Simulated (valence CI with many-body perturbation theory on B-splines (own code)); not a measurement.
## Basis-set convergence for Se XIII

Calculated by configuration interaction combined with many-body perturbation theory (CI+MBPT): four valence electrons over a frozen Dirac-Fock core [Ar], radial functions for each j: 7 s, 7 p, 8 d, 6 f, 4 g, 1 h, with the one-electron correlation potential Σ1 (screened to all orders), the two-electron term Σ2, the three-electron term Σ3, Breit, model QED; selected single and double excitations, second order for the rest, scaled by the run's own slope (own B-spline code, finite nucleus).

No measured levels were compared; by estimate terms of the open shell hold to 2 to 4 % of their energy, and close levels can change places. Only levels of the ground parity were solved; by the run's estimate the other parity begins above the list, which can be wrong where configurations are misplaced.

The reference run has the lowest level 3d4 5D_0 and an ionisation energy of 382.866 eV. Its largest variational space holds 16495 state functions.

Names give the largest LS component (configuration and term), which can be under half, so a name can repeat, a term be missing and a line seem to break the LS rules; names also repeat where a configuration has a term twice. Letters in brackets count levels of one name in rising energy.

Changed runs:
A. basis 6 s, 6 p, 5 d, 5 f, 1 g
B. basis 5 s, 5 p, 4 d, 4 f

Excitation energies of the reference run in cm⁻¹, and shifts in cm⁻¹:

```csv
Level,Reference,A,B
3d4 5D_1,1461,-8.4,-16
3d4 5D_2,3803,-15,-29
3d4 5D_3,6629,-19,-31
3d4 5D_4,9721,-15,-23
3d4 3P_0 [a],45218,+477,+1012
3d4 3H_4,49006,+314,+955
3d4 3H_5,52489,+283,+932
3d4 3P_1 [a],52625,+463,+1034
3d4 3H_6,54925,+279,+937
3d4 3F_3 [a],55720,+378,+1014
3d4 3F_2 [a],56612,+412,+1027
3d4 3F_4 [a],58003,+364,+986
Ionisation energy (eV),382.866,-0.085,-0.122
```
